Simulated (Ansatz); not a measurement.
One change: `C[SiH2][NH][SnH3]` becomes `C[SiH2]NPS`.

Ansatz, PBE0-D4/def2-TZVP geometries, multiplicity 1. Each molecule was computed in one conformer, which needn't be the lowest.

Elements past krypton have def2 core potentials.

| property | `C[SiH2][NH][SnH3]` |
| --- | --- |
| HOMO–LUMO gap (B3LYP/def2-TZVPP) / eV | 6.32 |
| size of the dipole moment (PBE/def2-TZVPP) / D | 0.98 |
| size of the dipole moment (B3LYP/def2-TZVPP) / D | 0.99 |
| LUMO energy (ωB97M-V/def2-TZVPP) / eV | 1.18 |
| LUMO energy (B3LYP/def2-TZVPP) / eV | -0.48 |
| HOMO energy (PBE/def2-TZVPP) / eV | -5.69 |

Question: What does the change do to each property? (Estimate.)

Answer: The calculation gave: 
```tsv
property	`C[SiH2]NPS`	shift
HOMO–LUMO gap (B3LYP/def2-TZVPP) / eV	6.74	0.42
size of the dipole moment (PBE/def2-TZVPP) / D	1.97	0.99
size of the dipole moment (B3LYP/def2-TZVPP) / D	1.92	0.93
LUMO energy (ωB97M-V/def2-TZVPP) / eV	1.67	0.49
LUMO energy (B3LYP/def2-TZVPP) / eV	-0.30	0.18
HOMO energy (PBE/def2-TZVPP) / eV	-6.06	-0.37
```

With PBE0 the HOMO falls by 0.28 eV and the LUMO rises by 0.17 eV, so the gap widens by about 0.45 eV. PBE moves the HOMO by -0.37 eV and ωB97M-V by -0.14 eV. Dipoles are sizes alone; their direction can turn.

B3LYP here is the variant with VWN-RPA as its local correlation; programs differ in this.
